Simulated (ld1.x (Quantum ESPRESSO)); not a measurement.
## Transferability test, RRKJ potential for lanthanum

```
Element                 : La (Z = 57)
Generator               : ld1.x (Quantum ESPRESSO) 7.5
Type                    : norm-conserving RRKJ (Kleinman–Bylander form)
Functional              : LDA (PZ)
Relativity              : fully relativistic
Frozen core             : [Xe]
Valence charge          : 3
Reference configuration : 4f0 5d1.5 6s1.5 6p0
Partial waves           : 6p (bound, empty): rc 4.05 bohr; 5d (bound): rc 3.05 bohr; 4f (bound, empty): rc 1.35 bohr; 6s (bound): rc 4.20 bohr
Local potential         : the s channel
Core correction         : a·sin(br)/r model core inside 1.30 bohr
rho0                    : 0.01
```

Open shells are filled in proportion to 2j + 1 (rel_dist='average').

Energies are relative to the spin-unpolarised reference configuration 4f0 5d1.5 6s1.5 6p0; without spin polarisation the order of configurations can differ from experiment. The frozen-core shift is the all-electron ΔE with the core orbitals held at their reference shape minus the fully relaxed ΔE.

```json
{"valence configuration": "4f0 5d1 6s1 6p0", "charge": "+1", "ΔE all-electron (eV)": "5.800", "error AE − PS (meV)": "-20", "frozen-core shift (meV)": "+26"}
{"valence configuration": "4f0 5d1 6s0 6p0", "charge": "+2", "ΔE all-electron (eV)": "16.950", "error AE − PS (meV)": "-91", "frozen-core shift (meV)": "+105"}
{"valence configuration": "4f1 5d0 6s1 6p0", "charge": "+1", "ΔE all-electron (eV)": "6.008", "error AE − PS (meV)": "-869", "frozen-core shift (meV)": "+718"}
{"valence configuration": "4f0 5d2 6s1 6p0", "charge": "0", "ΔE all-electron (eV)": "0.467", "error AE − PS (meV)": "-11", "frozen-core shift (meV)": "+5.6"}
{"valence configuration": "4f0 5d1 6s1.5 6p0", "charge": "+0.5", "ΔE all-electron (eV)": "2.120", "error AE − PS (meV)": "-13", "frozen-core shift (meV)": "+13"}
{"valence configuration": "4f0 5d2 6s0 6p0", "charge": "+1", "ΔE all-electron (eV)": "5.949", "error AE − PS (meV)": "-24", "frozen-core shift (meV)": "+4.2"}
```

(1) What are ΔE and the potential's error for 4f0 5d1 6s2 6p0?

Levels in the configuration 4f0 5d1 6s1.5 6p0:

| level | all-electron (eV) | pseudo (eV) |
| --- | --- | --- |
| 5d j=3/2 | -5.961 | -6.023 |
| 5d j=5/2 | -5.760 | -5.819 |
| 6s j=1/2 | -6.139 | -6.144 |

## Answers

(1) ΔE = -0.362 eV all-electron; the error (AE − PS) is -13 meV.

These tests converged, but a pseudo level misses the all-electron one widely, so the file describes the atom poorly there or has found another state: 4f1 5d0 6s1 6p0: 4f by 2.0 eV.
